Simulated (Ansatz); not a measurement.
Start from `[SeH][Ga]([SeH])[SeH]` and change one element to get `[SeH][Al]([SeH])[SeH]`.

Ansatz, PBE0-D4/def2-TZVP geometries, multiplicity 1. Each molecule was computed in one conformer, which needn't be the lowest.

Scalar relativity is left out up to krypton.

```csv
property,`[SeH][Ga]([SeH])[SeH]`
HOMO–LUMO gap (B3LYP/def2-TZVPP) / eV,5.39
LUMO energy (B3LYP/def2-TZVPP) / eV,-1.61
HOMO–LUMO gap (PBE/def2-TZVPP) / eV,3.95
size of the dipole moment (PBE/def2-TZVPP) / D,1.00
LUMO energy (PBE/def2-TZVPP) / eV,-2.17
HOMO energy (PBE0/def2-TZVPP) / eV,-7.25
```

Problem. Give the same properties after the change, and the shifts. (Best estimate.)

Solution. Ansatz gave: 
```json
{"property": "HOMO–LUMO gap (B3LYP/def2-TZVPP) / eV", "`[SeH][Al]([SeH])[SeH]`": "5.80", "shift": "0.41"}
{"property": "LUMO energy (B3LYP/def2-TZVPP) / eV", "`[SeH][Al]([SeH])[SeH]`": "-1.25", "shift": "0.36"}
{"property": "HOMO–LUMO gap (PBE/def2-TZVPP) / eV", "`[SeH][Al]([SeH])[SeH]`": "4.35", "shift": "0.40"}
{"property": "size of the dipole moment (PBE/def2-TZVPP) / D", "`[SeH][Al]([SeH])[SeH]`": "1.02", "shift": "0.02"}
{"property": "LUMO energy (PBE/def2-TZVPP) / eV", "`[SeH][Al]([SeH])[SeH]`": "-1.83", "shift": "0.34"}
{"property": "HOMO energy (PBE0/def2-TZVPP) / eV", "`[SeH][Al]([SeH])[SeH]`": "-7.31", "shift": "-0.06"}
```

With PBE0 the HOMO falls by 0.06 eV and the LUMO rises by 0.31 eV, so the gap widens by about 0.37 eV. PBE moves the HOMO by -0.06 eV and ωB97M-V by -0.05 eV. Dipoles are sizes alone; their direction can turn.

B3LYP here is the variant with VWN-RPA as its local correlation; programs differ in this.

Spin–orbit coupling is left out; it splits and shifts lone-pair levels of the heavy atoms by tenths of an eV.
